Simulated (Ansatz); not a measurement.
Vertical singlet–triplet gap (eV) of eight silicon and germanium compounds: PBE beside CAM-B3LYP, computed with Ansatz (a quantum-chemistry and plane-wave program) for isolated molecules in the bases named; differences from unrounded values. The eight are the first of their class met in an unordered collection, after screening for sound electronic states; none was chosen by its value. Functionals give these values as differences of separate SCF runs (ΔSCF), EOM-CCSD as a root; each molecule has one DFT geometry for both levels.

```tsv
molecule	basis	CAM-B3LYP	PBE	difference
Cl2FGeHO, SMILES [Ge]([OH])([Cl])([F])[Cl]	def2-SVPD	6.32	5.39	-0.93
CH₈F₂Si₃, SMILES FC[SiH2][Si@@H](F)[SiH3]	def2-SVPD	5.34	4.67	-0.67
C2H4ClNSi, SMILES N#CC[SiH2]Cl	def2-SVPD	6.39	6.24	-0.15
CH₈ClNSi₃, SMILES N[Si@@]1(Cl)C[SiH2][SiH2]1	def2-SVPD	5.15	4.61	-0.54
C2H9FSi2, SMILES CC[SiH2][SiH2]F	def2-SVPD	5.74	5.15	-0.59
B(SiH3)3 (BH9Si3), SMILES [SiH3]B([SiH3])[SiH3]	def2-SVPD	2.78	2.44	-0.34
FH4NO2Si, SMILES N[Si](O)(O)F	def2-SVPD	6.79	6.23	-0.56
FGeH₅SSi, SMILES [SiH2]([S][GeH3])F	def2-SVPD	5.56	5.10	-0.46
```

PBE lies below CAM-B3LYP in 8 and above it in 0 of the eight; the mean signed difference is -0.53 and the largest -0.93 eV.
